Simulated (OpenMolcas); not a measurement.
**Eu3+ in a point-charge field**

Eu3+ among 12 point charges of -1 e arranged as a cuboctahedron (Oh), 2.81 Å from the ion.
```
   1.9870    1.9870    0.0000  -1.00
   1.9870   -1.9870    0.0000  -1.00
  -1.9870    1.9870    0.0000  -1.00
  -1.9870   -1.9870    0.0000  -1.00
   0.0000    1.9870    1.9870  -1.00
   0.0000    1.9870   -1.9870  -1.00
   0.0000   -1.9870    1.9870  -1.00
   0.0000   -1.9870   -1.9870  -1.00
   1.9870    0.0000    1.9870  -1.00
  -1.9870    0.0000    1.9870  -1.00
   1.9870    0.0000   -1.9870  -1.00
  -1.9870    0.0000   -1.9870  -1.00
```

```
Program             : OpenMolcas
Method              : CASSCF
Basis               : ANO-RCC-VDZP [7s6p4d2f1g]
Scalar Hamiltonian  : DKH2, point nucleus
Active space        : 6 electrons in 7 orbitals (4f)
State averaging     : 2S+1 = 7 even, 7 roots; 2S+1 = 5 even, 77 roots kept (CI in the orbitals of an earlier block); 2S+1 = 3 even, 3 roots kept (CI in the orbitals of an earlier block)
Spin-orbit coupling : RASSI with atomic mean-field integrals over the reference wave functions
```

The lowest spin-free states (labels of O, the rotations of Oh), above the lowest:

```json
{"State": "7T2", "Degeneracy": "3", "E (cm-1)": "0.0", "Free-ion L (%)": "F (100)"}
{"State": "7A2", "Degeneracy": "1", "E (cm-1)": "8.4", "Free-ion L (%)": "F (100)"}
{"State": "7T1", "Degeneracy": "3", "E (cm-1)": "78.4", "Free-ion L (%)": "F (100)"}
{"State": "5E", "Degeneracy": "2", "E (cm-1)": "24307", "Free-ion L (%)": "D (100)"}
{"State": "5T2", "Degeneracy": "3", "E (cm-1)": "24319", "Free-ion L (%)": "D (100)"}
{"State": "5A1", "Degeneracy": "1", "E (cm-1)": "27766", "Free-ion L (%)": "L (100)"}
{"State": "5T1", "Degeneracy": "3", "E (cm-1)": "27772", "Free-ion L (%)": "L (100)"}
{"State": "5E", "Degeneracy": "2", "E (cm-1)": "27777", "Free-ion L (%)": "L (100)"}
{"State": "5T2", "Degeneracy": "3", "E (cm-1)": "27797", "Free-ion L (%)": "L (100)"}
{"State": "5T1", "Degeneracy": "3", "E (cm-1)": "27836", "Free-ion L (%)": "L (100)"}
{"State": "5E", "Degeneracy": "2", "E (cm-1)": "27844", "Free-ion L (%)": "L (100)"}
{"State": "5T2", "Degeneracy": "3", "E (cm-1)": "27849", "Free-ion L (%)": "L (100)"}
{"State": "5T2", "Degeneracy": "3", "E (cm-1)": "29063", "Free-ion L (%)": "G (100)"}
{"State": "5A1", "Degeneracy": "1", "E (cm-1)": "29092", "Free-ion L (%)": "G (100)"}
{"State": "5T1", "Degeneracy": "3", "E (cm-1)": "29093", "Free-ion L (%)": "G (100)"}
{"State": "5E", "Degeneracy": "2", "E (cm-1)": "29094", "Free-ion L (%)": "G (100)"}
{"State": "5T1", "Degeneracy": "3", "E (cm-1)": "33571", "Free-ion L (%)": "H (100)"}
{"State": "5E", "Degeneracy": "2", "E (cm-1)": "33584", "Free-ion L (%)": "H (100)"}
{"State": "5T2", "Degeneracy": "3", "E (cm-1)": "33605", "Free-ion L (%)": "H (100)"}
{"State": "5T1", "Degeneracy": "3", "E (cm-1)": "33641", "Free-ion L (%)": "H (100)"}
```

The lowest levels with spin-orbit coupling:

| E (cm-1) | Degeneracy | Label | 2S+1 | J | |mJ| (%) |
| --- | --- | --- | --- | --- | --- |
| 0.0 | 1 | A1 | 7 | 0.00 | 0 (100) |
| 371.9 | 3 | T1 | 7 | 1.00 | 1 (67) |
| 1033 | 3 | T2 | 7 | 2.00 | 1 (67) |
| 1060 | 2 | E | 7 | 2.00 | 2 (50) |
| 1919 | 3 | T1 | 7 | 3.00 | 3 (42) |
| 1930 | 1 | A2 | 7 | 3.00 | 2 (100) |
| 1932 | 3 | T2 | 7 | 3.00 | 1 (42) |
| 2929 | 2 | E | 7 | 4.00 | 2 (50) |
| 2939 | 3 | T1 | 7 | 4.00 | 1 (58) |
| 2953 | 1 | A1 | 7 | 4.00 | 0 (58) |
| 2976 | 3 | T2 | 7 | 4.00 | 3 (58) |
| 4058 | 3 | T1 | 7 | 5.00 | 1 (33) |
| 4087 | 2 | E | 7 | 5.00 | 2 (50) |
| 4089 | 3 | T2 | 7 | 5.00 | 2 (33) |
| 4097 | 3 | T1 | 7 | 5.00 | 3 (60) |
| 5299 | 1 | A1 | 7 | 6.00 | 4 (87) |
| 5303 | 3 | T1 | 7 | 6.00 | 4 (33) |
| 5309 | 3 | T2 | 7 | 6.00 | 5 (36) |
| 5322 | 1 | A2 | 7 | 6.00 | 2 (69) |
| 5334 | 3 | T2 | 7 | 6.00 | 1 (54) |

Powder χT (cm3 K/mol): 0.011 at 2 K, 0.0548 at 10 K, 0.274 at 50 K, 0.548 at 100 K, 1.01 at 200 K, 1.3 at 300 K. The effective moment at 300 K is 2.828 √(χT) = 3.22 μB.

Hund's rules give f6 a J = 0 ground level with no moment of its own; the computed χT of 1.299 cm3 K/mol at 300 K comes from higher levels.

High states are left out of the spin-orbit mixing, which shifts the levels that they would mix with. Point charges carry no covalency, so the field is a model and not that of real ligands. The first state left out of the spin-orbit step lies near 46000 cm-1 above the lowest spin-free state of the reference (among the parities and spins computed), and the lists stop at four fifths of that energy or lower. No measured value stands beside these numbers.

The RASSCF and RASSI steps took 100 s on 1 thread of Intel(R) Xeon(R) Platinum 8375C CPU @ 2.90GHz (Ice Lake) (shared host); the integral step is not counted.
